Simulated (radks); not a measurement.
Coulomb parameter of the 3d shell of neutral cobalt in the model configuration [Ar] 3d5 4s2 4p2, as a second difference U = [E(n + 0.5) + E(n - 0.5) - 2 E(n)] / (0.5)^2 with all orbitals relaxed. "Bare": the charge of the atom changes with n. "Screened": the 4p shell takes up the change at fixed total charge, which measures U(3d,3d) + U(4p,4p) - 2 U(3d,4p). All-electron calculation, scalar-relativistic Kohn-Sham, PBE, spin-unpolarised, spherical densities, point nucleus. Program: a radial shooting solver on a logarithmic mesh with Libxc functionals.

case,configuration,E - E(n) (eV)
start,[Ar] 3d5 4s2 4p2,0.000
bare +0.5,[Ar] 3d5.5 4s2 4p2,-9.604
bare -0.5,[Ar] 3d4.5 4s2 4p2,13.378
screened +0.5,[Ar] 3d5.5 4s2 4p1.5,-8.659
screened -0.5,[Ar] 3d4.5 4s2 4p2.5,10.358

U(bare) = 15.094 eV, U(screened by 4p) = 6.794 eV, against the Slater integral F0(3d,3d) = 27.506 eV with frozen orbitals. The step up makes a negative ion, whose loosely bound charge lowers the bare value.
